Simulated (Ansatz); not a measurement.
Reaction (formal exchange of groups at the Si–C bond): `[SiH3]C=S` + `CC1B[SiH2]1` → `[SiH3]C1B[SiH2]1` + `CC=S`

Gas-phase electronic energies from Ansatz, PBE0-D4/def2-TZVP geometries. CCSD(T)/CBS adds triple-zeta CCSD(T) − MP2 to the extrapolated MP2 energy (def2 sets, frozen cores). Functionals use def2-TZVPP. HSE06 is defined as in plane-wave codes.

```
             level  ΔE (kJ/mol)  difference from CCSD(T)/CBS
            PBE-D4        -51.5                          3.6
          HSE06-D4        -59.5                         -4.4
               PBE        -49.4                          5.7
           r2SCANh        -61.8                         -6.7
RPA@PBE/def2-TZVPP        -47.7                          7.4
       HF/def2-SVP        -63.4                         -8.3
      MP2/def2-SVP        -51.4                          3.7
     CCSD/def2-SVP        -50.7                          4.4
     HF/def2-TZVPP        -66.5                        -11.4
   CCSD/def2-TZVPP        -56.2                         -1.1
       CCSD(T)/CBS        -55.1                            0
```

Largest T1 diagnostic among the species: 0.016.

From r2SCAN to r2SCAN0 (25 % exact exchange), in def2-TZVPP and without D4, ΔE moves by −4.4 kJ/mol. The D4 term adds −3.7 kJ/mol with B3LYP and −1.8 kJ/mol with PBE0; it sums over pairs of atoms, weighted by their polarisabilities, and B3LYP, whose exchange is more repulsive, gets the larger term.

B3LYP here is the variant with VWN-RPA as its local correlation; programs differ in this.
